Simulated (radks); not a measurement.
Results of a calculation; reference values are marked as such.
Q: O II, configuration [He] 2s1.5 2p3.5 (fractional occupations, a model configuration). Code: a radial shooting solver on a logarithmic mesh with Libxc functionals. Model: non-relativistic Kohn-Sham, PBE, spin-polarised, spherical densities, point nucleus; open shells are filled with parallel spins first. Some entries of the table are withheld. Estimate them.

| orbital | occ. | eigenvalue (hartree) | <r^2> (bohr^2) | <r> (bohr) |
|---|---|---|---|---|
| 1s up | 1 | -19.59466 | 0.05403 | 0.1999 |
| 1s down | 1 | -19.51324 | 0.05368 | 0.1994 |
| 2s up | 1 | (1) | 1.379 | 1.073 |
| 2s down | 0.5 | (2) | 1.502 | 1.115 |
| 2p up | 3 | (3) | (4) | 1.086 |
| 2p down | 0.5 | (5) | (6) | 1.171 |

A: 
(1) 2s up eigenvalue (hartree): -1.53395
(2) 2s down eigenvalue (hartree): -1.30853
(3) 2p up eigenvalue (hartree): -0.97455
(4) 2p up <r^2> (bohr^2): 1.496
(5) 2p down eigenvalue (hartree): -0.75900
(6) 2p down <r^2> (bohr^2): 1.776
